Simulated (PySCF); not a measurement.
Cobalt: a sound run and one with changed settings

Sound run: Co [Ar] 3d7 4s2, Co⁺ [Ar] 3d8. Calculation: PySCF 2.14, in Sapporo-DKH3-DZP-2012 (6s4p3d1f, 40 functions); scalar relativity by spin-free X2C-1e. The sound run starts from symmetry-adapted Hartree-Fock orbitals and uses a fine grid where one is needed.

A second run was set up differently.

```
species  method  sound run (hartree)  changed run (hartree)  converged
     Co     UHF          -1391.84770            -1391.84770        yes
     Co    MN15          -1394.02349            -1394.02369        yes
     Co     PBE          -1392.97793            -1392.96213        yes
    Co⁺     UHF          -1391.54444            -1391.54444        yes
    Co⁺    MN15          -1393.75974            -1393.62471        yes
    Co⁺     PBE          -1392.69361            -1392.76437        yes
```

Ionisation energy of Co:

| method | sound run (eV) | changed run (eV) |
| --- | --- | --- |
| UHF | 8.252 | 8.252 |
| MN15 | 7.177 | 10.857 |
| PBE | 7.737 | 5.381 |

(1) What was changed?
A. a valence shell is frozen
B. angular grid far too coarse
C. all electrons correlated in a valence basis
D. minimal basis

## Answers

(1) B. It used 14 angular points. A coarse angular grid integrates products of high-l functions wrongly, so density functionals can shift, and the SCF can exploit the error; Hartree-Fock and MP2 need no grid.
